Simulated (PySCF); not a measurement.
C2H11BN2.
Numbering: `[CH3:1][NH+:2]([CH3:3])[BH2-:4][NH2:5]` (hydrogens: H6, H7, H8 on C1; H9 on N2; H10, H11, H12 on C3; H13, H14 on B4; H15, H16 on N5)

Computed with PBE0-D3(BJ)/def2-SVP geometry optimisation, gas phase in PySCF 2.14.0.

List the bond lengths, angles and torsions at this level.

| bond | length (Å) | order |
| --- | --- | --- |
| C1–N2, N2–C3 | 1.461 | single |
| N2–B4 | 1.688 | single |
| B4–N5 | 1.492 | single |
| C1–H6 and 5 like bonds | 1.099 | single |
| N2–H9 | 1.022 | single |
| B4–H13, B4–H14 | 1.234 | single |
| N5–H15, N5–H16 | 1.013 | single |

Bonds in one row agree within 0.01 Å and their mean is given. Orders are formal, as drawn. A selection of angles:
| angle | degrees |
| --- | --- |
| N2–C1–H6 | 107.2 |
| N2–C1–H7 | 108.5 |
| N2–C1–H8 | 111.8 |
| H6–C1–H7 | 108.9 |
| H6–C1–H8 | 110.8 |
| C1–N2–C3 | 113.3 |
| C1–N2–B4 | 111.0 |
| C1–N2–H9 | 107.8 |
| C3–N2–H9 | 109.3 |
| B4–N2–H9 | 102.5 |
| H11–C3–H12 | 108.1 |
| N2–B4–N5 | 106.6 |
| N2–B4–H13 | 102.2 |
| N5–B4–H13 | 115.6 |
| H13–B4–H14 | 113.1 |
| B4–N5–H15 | 115.5 |
| H15–N5–H16 | 108.0 |

Torsions: C1–N2–B4–N5 58° (synclinal). The mirror-image conformer, all signs reversed, is as good.

N2 (nitrogen bonded to B, 2 C and H) is distorted tetrahedral (angles from 102.5° to 113.3°). B4 (four-coordinate boron) is distorted tetrahedral (angles from 101.9° to 115.6°). The B–N distances run from 1.492 Å (B4–N5, drawn single) to 1.688 Å (N2–B4, drawn single), a spread of 0.196 Å. Of the pairs four or more bonds apart, N5···H6 is among the closest relative to their van der Waals radii: 2.46 Å, 89 % of the sum of Bondi's values. N5 (boron-bound nitrogen) is pyramidal (angles 115.6°, 115.5° and 108.0°, sum 339.1°, 0.31 Å off the plane of its three neighbours).

Point group: C1 (no symmetry element, even within 0.4 Å). No frequency check. The numbers are those of one conformer (C1–N2–B4–N5 58°, N2–B4–N5–H 114° and -118°).

Time: 39 s; peak memory 0.50 GiB. Hardware: an Arm Neoverse V1 with one thread, no GPU, shared host with 32 logical CPUs at a one-minute load of 14. That covers the optimisation of the geometry.
